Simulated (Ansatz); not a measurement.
System: MgF, net charge 1, singlet state. SMILES: [Mg+][F]
Structure (B3LYP-D3(BJ)/def2-TZVP (Ansatz, a first-principles code) minimum search):
```xyz
2

Mg     0.0000     0.0000    -0.7312
F      0.0000     0.0000     0.9749
```
Charge +1, spin multiplicity 1.

Property: vertical triplet-singlet gap, E(triplet) - E(singlet), in eV. Terms: non-relativistic; 6-311+G** with 5d, 6d on Na to Ar in Ansatz; each state is the SCF solution reached for its charge and spin; 6-31G* and kin with 6d, 5d where marked; UHF or UKS for open shells; no spin-orbit coupling. Ab initio and DFT rows: single points at B3LYP-D3(BJ) geometries (Ansatz). The spin state of an ion or metal species was assumed, not searched. Levels can end on unlike triplets.

```
level             program  vertical triplet-singlet gap, E(triplet) - E(singlet) (eV)
----------------  -------  ----------------------------------------------------------
B3LYP/STO-3G       Ansatz                                                        3.67
B3LYP/3-21G        Ansatz                                                        4.32
B3LYP/6-31G*       Ansatz                                                        4.97
B3LYP/6-311+G**    Ansatz                                                        5.13
B3LYP/def2-TZVPD   Ansatz                                                        5.16
```

No value to compare with is used here. The 4 habitual levels span 3.67 (B3LYP/STO-3G) to 5.13 eV (B3LYP/6-311+G**); B3LYP/def2-TZVPD gives 5.16.

The sets are all those run for this method; runs whose electronic state is in doubt are left out.
